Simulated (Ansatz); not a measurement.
Ansatz (a quantum-chemistry and plane-wave program) input for ZnH, SMILES [ZnH] (connectivity only; charge and spin as stated), neutral, multiplicity 2, B3LYP-D3(BJ)/def2-TZVPD. 

Ansatz 0.2 input:
```yaml
crystal:
  periodic: [false, false, false]
  atoms:
    - {symbol: Zn, position_ang: [0.00000000, 0.00000000, -0.05497223]}
    - {symbol: H, position_ang: [0.00000000, 0.00000000, 1.64916696]}
basis:
  gaussian:
    orbitals: def2-TZVPD
hamiltonian:
  xc: b3lyp
  dispersion: d3bj
magnetization: {spin_polarized: true, initial_magnetization: 1}
relax: {f_tol: 0.002, max_steps: 200}
```

Program output:

```
WARN ansatz: RAYON_NUM_THREADS=1 ignored (pool sized by the plan → 1); use --threads N
Functional definition: B3LYP
integrals: 0.01 GiB planned
540 factors; integrals over basis functions are off by at most 2.4e-4 eV
mean field: 0.20 GiB planned
mean field evaluation 1: about -48434.8393 eV, gradient 2.1e1 eV
mean field evaluation 2: about -48433.4237 eV, gradient 4.1e1 eV
mean field evaluation 4: about -48435.9948 eV, gradient 5.2e-1 eV
mean field evaluation 8: about -48436.0115 eV, gradient 5.6e-3 eV
mean field -48436.01154060 eV, -1779.9905930091 hartree, gradient 8.3e-5 eV, S^2 0.757516; 0 other end points of the search recorded, 0 dependent functions left out
the calculation of the forces begins
reference -48436.01172135 eV, -1779.9905996517 hartree; 16, 15 occupied and 44, 45 virtual orbitals, 540 factors
relax step   1: F+E_penalty+E_count = -48436.03438227 eV  Δ(F+E_penalty+E_count) = +0.000e0 eV  max|allowed force component| = 4.897e-1 eV/Å  Δτ_max = 0.0000 Å  (30 SCF iters, accepted)
these checks for a lower state are left out or cut short: starts, cluster_reference, orbital_swaps, neighbouring_geometries, increment
integrals: 0.01 GiB planned
540 factors; integrals over basis functions are off by at most 2.1e-4 eV
mean field: 0.20 GiB planned
mean field evaluation 16: about -48436.0115 eV, gradient 1.1e0 eV
mean field -48436.03028060 eV, -1779.9912816914 hartree, gradient 8.6e-6 eV, S^2 0.756507; 0 other end points of the search recorded, 0 dependent functions left out
the calculation of the forces begins
reference -48436.03046139 eV, -1779.9912883354 hartree; 16, 15 occupied and 44, 45 virtual orbitals, 540 factors
relax step   2: F+E_penalty+E_count = -48436.05189598 eV  Δ(F+E_penalty+E_count) = -1.751e-2 eV  max|allowed force component| = 1.502e-1 eV/Å  Δτ_max = 0.0267 Å  (34 SCF iters, accepted)
these checks for a lower state are left out or cut short: starts, cluster_reference, orbital_swaps, neighbouring_geometries, increment
integrals: 0.01 GiB planned
540 factors; integrals over basis functions are off by at most 2.0e-4 eV
mean field: 0.20 GiB planned
mean field -48436.03224319 eV, -1779.9913538153 hartree, gradient 1.7e-5 eV, S^2 0.756147; 0 other end points of the search recorded, 0 dependent functions left out
the calculation of the forces begins
reference -48436.03242408 eV, -1779.9913604629 hartree; 16, 15 occupied and 44, 45 virtual orbitals, 540 factors
relax step   3: F+E_penalty+E_count = -48436.05340345 eV  Δ(F+E_penalty+E_count) = -1.507e-3 eV  max|allowed force component| = 9.020e-3 eV/Å  Δτ_max = 0.0105 Å  (37 SCF iters, accepted)
these checks for a lower state are left out or cut short: starts, cluster_reference, orbital_swaps, neighbouring_geometries, increment
integrals: 0.01 GiB planned
540 factors; integrals over basis functions are off by at most 2.0e-4 eV
mean field: 0.20 GiB planned
mean field evaluation 32: about -48436.0172 eV, gradient 1.1e-1 eV
mean field -48436.03222472 eV, -1779.9913531367 hartree, gradient 2.2e-5 eV, S^2 0.756166; 0 other end points of the search recorded, 0 dependent functions left out
the calculation of the forces begins
reference -48436.03240561 eV, -1779.9913597840 hartree; 16, 15 occupied and 44, 45 virtual orbitals, 540 factors
relax step   4: F+E_penalty+E_count = -48436.05340855 eV  Δ(F+E_penalty+E_count) = -5.098e-6 eV  max|allowed force component| = 9.134e-8 eV/Å  Δτ_max = 0.0006 Å  (25 SCF iters, accepted)
integrals: 0.01 GiB planned
540 factors; integrals over basis functions are off by at most 2.0e-4 eV
mean field: 0.20 GiB planned
mean field -48436.03222472 eV, -1779.9913531367 hartree, gradient 2.2e-5 eV, S^2 0.756166; 1 other end points of the search recorded, 0 dependent functions left out
the calculation of the forces begins
reference -48436.03240561 eV, -1779.9913597840 hartree; 16, 15 occupied and 44, 45 virtual orbitals, 540 factors
Total energy: -48436.05358943 eV, -1779.9921382752 hartree
Atom 0 at    -0.000000    -0.000000    -0.018331 Å, force    -0.000000    -0.000000    -0.000000 eV/Å
Atom 1 at     0.000000     0.000000     1.612526 Å, force    -0.000000     0.000000     0.000000 eV/Å
Dipole moment:     0.000000    -0.000000    -0.124943 e Å
```

The calculation finished and met its thresholds.
